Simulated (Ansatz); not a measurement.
Which isomer of CH5GaSe gives these data?

These gas-phase data were calculated for one isomer of CH5GaSe at PBE0-D4/def2-SVP (harmonic, unscaled wavenumbers; equilibrium rotational constants with average atomic masses):

- rotational constants: 9.717, 2.055, 1.715 GHz
- all wavenumbers above 1500 cm⁻¹: 3204, 3202, 3080, 2006, 1978

Candidates:

(1) `[CH3][GaH][SeH]`, a singlet
(2) `C[Se][GaH2]`, a singlet

Q: Which candidate do the data belong to?

A: Candidate (2). 2 modes lie between 1700 and 2150 cm⁻¹, one for each Ga–H bond, while (1) has 1.

The same quantities for all candidates:

```tsv
	rotational constants (GHz)	wavenumbers above 1500 cm⁻¹	E above the lowest, PBE0-D4/def2-SVP (kcal/mol)
(1)	12.49, 1.774, 1.568	3183, 3158, 3059, 2461, 1980	0.0
(2)	9.717, 2.055, 1.715	3204, 3202, 3080, 2006, 1978	11.0
```

Each candidate is one conformer. Programs: Ansatz 0.2.0.
